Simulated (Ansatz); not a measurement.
Start from `C/C(Cl)=N\[SiH3]` and change one atom or group to get `C/C=N\[SiH3]`.

Ansatz, PBE0-D4/def2-TZVP geometries, multiplicity 1. 

| property | `C/C(Cl)=N\[SiH3]` |
| --- | --- |
| LUMO energy (PBE0/def2-TZVPP) / eV | -0.90 |
| HOMO energy (ωB97M-V/def2-TZVPP) / eV | -9.87 |
| HOMO–LUMO gap (ωB97M-V/def2-TZVPP) / eV | 11.16 |
| size of the dipole moment (B3LYP/def2-TZVPP) / D | 2.46 |
| HOMO energy (B3LYP/def2-TZVPP) / eV | -7.38 |
| HOMO–LUMO gap (PBE0/def2-TZVPP) / eV | 6.73 |

(1) What does the change do to each property? (Estimate.)

Results:

(1) The calculation gave: 
| property | `C/C=N\[SiH3]` | shift |
| --- | --- | --- |
| LUMO energy (PBE0/def2-TZVPP) / eV | -0.63 | 0.27 |
| HOMO energy (ωB97M-V/def2-TZVPP) / eV | -9.22 | 0.65 |
| HOMO–LUMO gap (ωB97M-V/def2-TZVPP) / eV | 10.80 | -0.36 |
| size of the dipole moment (B3LYP/def2-TZVPP) / D | 2.18 | -0.28 |
| HOMO energy (B3LYP/def2-TZVPP) / eV | -6.69 | 0.69 |
| HOMO–LUMO gap (PBE0/def2-TZVPP) / eV | 6.28 | -0.45 |

With PBE0 the HOMO rises by 0.71 eV and the LUMO rises by 0.27 eV, so the gap narrows by about 0.44 eV. PBE moves the HOMO by 0.73 eV and ωB97M-V by 0.65 eV. Dipoles are sizes alone; their direction can turn.

B3LYP here is the variant with VWN-RPA as its local correlation; programs differ in this.
